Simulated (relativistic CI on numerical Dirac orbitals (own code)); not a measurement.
Ni⁺ in a cubic cluster: 2p photoemission with charge transfer

Computed with a charge-transfer multiplet model of a cubic metal-ligand cluster with up to one ligand hole, Slater and spin-orbit integrals from Dirac-Coulomb-Breit ions, Slater integrals scaled by 0.7. The parameters are those of a tetrahedral site (10Dq negative, t2 hopping the larger). The ground state mixes d9 with configurations of k ligand holes L, whose averages lie at kΔ + k(k − 1)U_dd/2; a core hole lowers each added d electron by U_cd. 20 K, Lorentzian 0.6 eV and Gaussian 0.8 eV FWHM.

Atomic integrals in eV (Slater integrals scaled, ζ unscaled), ground: F2dd 8.519, F4dd 5.287, zeta_d 0.072; with the core hole: F2dd 8.519, F4dd 5.287, zeta_d 0.103, zeta_core 11.413, F2cd 5.424, G1cd 4.090, G3cd 2.325.

Cluster parameters (eV): Δ = 8.1, U_dd = 6.9, U_cd = 8.2, 10Dq = -0.35, 10Dq(ligand) = 0, final-state hopping factor = 0.8.

Weights, n_d and S are thermal averages at 20 K. Binding energies count from the first peak over 30 % of the highest in each spectrum, which can be another peak from case to case. The parameters are a model scan and need not match a compound or its usual spin state. Peaks in eV (height, largest 100): 0.0 (100), 5.2 (19), 17.6 (59), 22.6 (16).

Problem. Which parameters give this spectrum?
A. V(eg) = 1.83 eV, V(t2g) = -3.09 eV
B. V(eg) = 1.23 eV, V(t2g) = -2.08 eV
C. V(eg) = 1.53 eV, V(t2g) = -2.58 eV
D. V(eg) = 0.93 eV, V(t2g) = -1.57 eV

Solution. A. V(eg) = 1.83 eV, V(t2g) = -3.09 eV; the ground state then has 9.10 d electrons and S = 0.50. The choice follows from running the model for each set and comparing peak positions and heights.
